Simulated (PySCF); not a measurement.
Species: C5H10BP.
Geometry (GFN2-xTB, Å), atoms numbered from 1 in this order:
```
atom  x, y, z in Å
C1     3.282   -0.008    0.339
C2     1.865    0.266    0.317
C3     0.676    0.490    0.304
B4    -0.794    0.761    0.285
P5    -1.400    2.560    0.367
C6    -1.850   -0.421    0.302
C7    -1.275   -1.818    0.543
H8     3.471   -1.059    0.122
H9     3.680    0.227    1.326
H10    3.794    0.609   -0.400
H11   -0.576    3.098   -0.607
H12   -2.499    2.445   -0.467
H13   -2.381   -0.425   -0.658
H14   -2.621   -0.216    1.052
H15   -0.790   -1.866    1.515
H16   -2.057   -2.575    0.511
H17   -0.532   -2.057   -0.214
```

A PySCF run (density fitting, gas phase, GFN2-xTB geometry) gave HOMO -5.85 eV, LUMO -2.45 eV, dipole 2.14 D.

**Question.** Which of these levels was it?
A. PBE0/def2-SVPD
B. KT2/pcSseg-1
C. PBE0/aug-cc-pVDZ
D. PBE0/pcSseg-1

**Answer.** B. It is KT2/pcSseg-1. All candidates on this geometry:

```json
{"level and settings": "KT2/pcSseg-1, energy threshold 1e-08 Eh", "kind": "GGA", "basis functions": "176", "SCF cycles": "10", "E (Eh)": "-569.4924", "HOMO (eV)": "-5.85", "LUMO (eV)": "-2.45", "dipole (D)": "2.14"}
{"level and settings": "PBE0/def2-SVPD", "kind": "global hybrid", "basis functions": "224", "SCF cycles": "14", "E (Eh)": "-562.0458", "HOMO (eV)": "-6.90", "LUMO (eV)": "-1.61", "dipole (D)": "2.03"}
{"level and settings": "PBE0/aug-cc-pVDZ, fitting basis def2-qzvpp-jkfit", "kind": "global hybrid", "basis functions": "255", "SCF cycles": "10", "E (Eh)": "-562.3202", "HOMO (eV)": "-6.88", "LUMO (eV)": "-1.59", "dipole (D)": "2.09"}
{"level and settings": "PBE0/pcSseg-1", "kind": "global hybrid", "basis functions": "176", "SCF cycles": "14", "E (Eh)": "-562.2558", "HOMO (eV)": "-6.92", "LUMO (eV)": "-1.61", "dipole (D)": "2.17"}
```

The nearest other candidate, by the summed differences of HOMO and LUMO, is PBE0/def2-SVPD: its HOMO differs by -1.05 eV and its LUMO by +0.84 eV. Cycle counts include a coarse-grid stage where the run had one. KT2 was designed for NMR shieldings or shifts; total energies of different functionals aren't comparable.
